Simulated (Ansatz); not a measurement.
Relaxation of C2H9NSiTe (14 atoms, charge 0, multiplicity 1), to a largest force component of 0.015 eV/Å in at most 40 steps.

All numbers below come from Ansatz, RKS BLYP-D4/def2-SVP.

```xyz
14
Properties=species:S:1:pos:R:3
C -0.830 0.795 0.671
C 0.163 0.227 -0.283
N 1.399 0.963 -0.218
Si 0.538 -1.561 0.156
Te -0.560 0.297 -2.324
H -1.067 1.915 0.384
H -0.499 0.807 1.716
H -1.800 0.302 0.580
H 2.113 0.591 -0.879
H 1.238 1.987 -0.566
H 1.443 -2.147 -0.743
H -0.778 -2.312 0.072
H 0.923 -1.635 1.521
H -1.977 -0.634 -1.863
```

Where does it end, and by what steps?

The forces met the threshold. After 8 steps the energy has fallen by 0.642 eV; H14 moved furthest, 0.34 Å.

```json
{"step": "0", "energy less start (eV)": "0.0000", "largest force component (eV/Å)": "2.624", "accepted": "yes"}
{"step": "1", "energy less start (eV)": "-0.5083", "largest force component (eV/Å)": "1.151", "accepted": "yes"}
{"step": "2", "energy less start (eV)": "-0.5920", "largest force component (eV/Å)": "0.587", "accepted": "yes"}
{"step": "3", "energy less start (eV)": "-0.6230", "largest force component (eV/Å)": "0.433", "accepted": "yes"}
{"step": "4", "energy less start (eV)": "-0.6300", "largest force component (eV/Å)": "0.290", "accepted": "yes"}
{"step": "5", "energy less start (eV)": "-0.6344", "largest force component (eV/Å)": "0.322", "accepted": "yes"}
{"step": "6", "energy less start (eV)": "-0.6416", "largest force component (eV/Å)": "0.064", "accepted": "yes"}
{"step": "7", "energy less start (eV)": "-0.6422", "largest force component (eV/Å)": "0.055", "accepted": "yes"}
{"step": "8", "energy less start (eV)": "-0.6423", "largest force component (eV/Å)": "0.009", "accepted": "yes"}
```

```xyz
14
Properties=species:S:1:pos:R:3
C -0.857 0.883 0.660
C 0.202 0.225 -0.229
N 1.408 0.977 -0.237
Si 0.535 -1.616 0.180
Te -0.724 0.132 -2.453
H -1.070 1.921 0.331
H -0.485 0.922 1.707
H -1.812 0.324 0.644
H 2.161 0.588 -0.814
H 1.284 1.974 -0.453
H 1.633 -2.116 -0.710
H -0.713 -2.418 -0.008
H 0.985 -1.736 1.613
H -2.240 -0.466 -2.007
```

Whether the end is a true minimum wasn't checked by a vibrational analysis.

The run took 58 s on 2 threads of Arm Neoverse N1, with other jobs on the host, peak memory 0.18 GiB.
